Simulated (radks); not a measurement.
The numbers below are computed, except where a source is named.
Si+, configuration [He] 2s2 2p4 3s2 3p1 4p2 (not the ground configuration). Level of theory: Dirac Kohn-Sham, BLYP, spin-unpolarised, spherical densities, finite nucleus; open shells fill j = l - 1/2 first; Fermi nuclear charge, rms radius 3.1224 fm (a radial shooting solver on a logarithmic mesh with Libxc functionals).

Radial electron density D(r) = 4 pi r^2 rho(r):

r (bohr)  D(r) (e/bohr)
0.007911          1.160
0.009063          1.472
0.0103            1.835
0.0118            2.306
0.01352           2.880
0.01537           3.528
0.01761           4.343
0.02001           5.238
0.02293           6.328
0.02606           7.479
0.02985           8.817
0.03393           10.15
0.03887           11.60
0.04453           12.99
0.05062           14.17
0.05799           15.15
0.06591           15.74
0.07551           15.90
0.08582           15.56
0.09832           14.70
0.1117            13.49
0.128             11.98
0.1467            10.48
0.1667            9.362
0.191             8.714
0.2171            8.734
0.2487            9.379
0.2827            10.36
0.3238            11.43
0.3681            12.05
0.4217            11.96
0.4831            10.96
0.5491            9.307
0.6291            7.150
0.715             5.183
0.8191            3.569
0.931             2.685
1.067             2.360
1.212             2.390
1.389             2.448
1.591             2.287
1.808             1.892
2.072             1.340
2.355            0.8723
2.698            0.5640
3.066            0.4705
3.513            0.5119
3.993            0.5762
4.574            0.5705
5.241            0.4676
5.957            0.3225
6.824            0.1771
7.756           0.08198
8.886           0.02855
10.1           0.008318
11.57          0.001696
13.15         0.0002834

D(r) has 4 maxima, at r = 0.0737, 0.389, 1.37, 4.26 bohr, and minima at 0.202, 1.11, 3.12 bohr, inside which lie 2.21, 8.37, 11.16 electrons.
